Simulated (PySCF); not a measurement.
Si(Cl)3(SMe) (CH3Cl3SSi), SMILES CS[Si](Cl)(Cl)Cl.

Geometry: B3LYP-D3(BJ)/def2-SVP. This is a generated structure with no PubChem entry under its InChIKey; it may be hypothetical. One conformer was computed; it need not be the lowest.

Level of theory: TDA-PBE/def2-SVPD (PySCF 2.14.0).

Vertical excitations. Isolated molecule, no solvent. State labels are in the subgroup Cs.

| state | symmetry | energy (eV) | λ (nm) | f | main pairs |
|---|---|---|---|---|---|
| S1 | A" | 4.73 | 262 | 0.004 | HOMO→LUMO 99 % |
| S2 | A" | 5.28 | 235 | 0.000 | HOMO→LUMO+1 98 % |
| S3 | A' | 6.13 | 202 | 0.005 | HOMO→LUMO+2 64 %, HOMO−2→LUMO 35 % |
| S4 | A" | 6.22 | 199 | 0.001 | HOMO−1→LUMO 97 % |
| S5 | A" | 6.36 | 195 | 0.016 | HOMO→LUMO+3 62 %, HOMO→LUMO+4 32 % |
| S6 | A" | 6.46 | 192 | 0.000 | HOMO→LUMO+4 62 %, HOMO→LUMO+3 33 % |
| S7 | A" | 6.53 | 190 | 0.005 | HOMO→LUMO+5 88 % |
| S8 | A' | 6.57 | 189 | 0.013 | HOMO−3→LUMO 96 % |
| S9 | A" | 6.60 | 188 | 0.007 | HOMO−4→LUMO 78 % |
| S10 | A' | 6.70 | 185 | 0.150 | HOMO−2→LUMO 45 %, HOMO→LUMO+2 22 %, HOMO−2→LUMO+1 19 % |
| T1 | A" | 4.46 | 278 | 0 | HOMO→LUMO 99 % |
| T2 | A" | 5.00 | 248 | 0 | HOMO→LUMO+1 98 % |
| T3 | A' | 5.66 | 219 | 0 | HOMO→LUMO+2 90 % |
| T4 | A' | 5.91 | 210 | 0 | HOMO−2→LUMO 88 % |
Triplets are in the Tamm–Dancoff approximation.
